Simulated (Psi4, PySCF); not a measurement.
C$_{3}$H$_{9}$BrO$_{2}$Si (SMILES CCO[SiH](Br)OC), singlet, at a GFN2-xTB geometry, atoms displaced at random by about 0.08 Å a coordinate. Base run: B3LYP/STO-3G, gradient run with PySCF.

PySCF was given this input:
```python
from pyscf import gto, scf, dft

mol = gto.Mole()
mol.atom = '''
    Si    0.30579851   -0.82960004   -0.15043895
    Br    0.60755377    0.79980683    1.44589603
    O     1.18807166   -0.29604010   -1.51149161
    C     2.54470574    0.13700758   -1.59463253
    O    -1.28555405   -0.77018384   -0.54062390
    C    -2.09290221    0.04645750   -1.14575913
    C    -3.45905028   -0.51688289   -1.12770705
    H     0.68135689   -2.17441574    0.26220319
    H     2.76717129    0.46217527   -2.37987575
    H     2.83742243    0.91175856   -0.59945629
    H     3.21089052   -0.73267002   -1.32773137
    H    -1.86292274    0.38782339   -2.04490133
    H    -1.93919547    0.83595230   -0.49510679
    H    -3.90441089   -0.99818273   -0.29850302
    H    -4.30445402    0.24624722   -1.53653346
    H    -3.40487750   -1.47331617   -1.84382126
'''
mol.basis = 'sto-3g'
mol.verbose = 4
mol.build()

mf = dft.RKS(mol)
mf.xc = 'b3lyp'
mf.kernel()
g = mf.nuc_grad_method()
grad = g.kernel()
```

Programs used: Psi4, PySCF; a row that names a program was run with it.

The coordinate followed is y of atom 13.

Variants of this job, named by their change:

```
change                                                  dE/dx (Eh/bohr)  net force (Eh/bohr)
------------------------------------------------------  ---------------  -------------------
base                                                          -0.093119             0.000078
code = psi4                                                   -0.093120             0.000196
grids.level = 1; grid_response = off                          -0.093112             0.001135
density fitting = on; auxbasis_response = off                 -0.093168             0.004271
grids.level = 0; grid_response = on                           -0.093077             0.000000
density fitting = on                                          -0.093122             0.000078
finite difference step (bohr) = 1e-5; conv_tol = 1e-11        -0.093118                    -
grids.level = 1; grid_response = on                           -0.093119             0.000000
grids.level = 5; grid_response = on                           -0.093118             0.000000
conv_tol = 1e-4                                               -0.093197             0.000078
finite difference step (bohr) = 0.05; conv_tol = 1e-11        -0.093330                    -
grids.level = 5; grid_response = off                          -0.093118             0.000041
```

The net force is zero for an exact gradient.
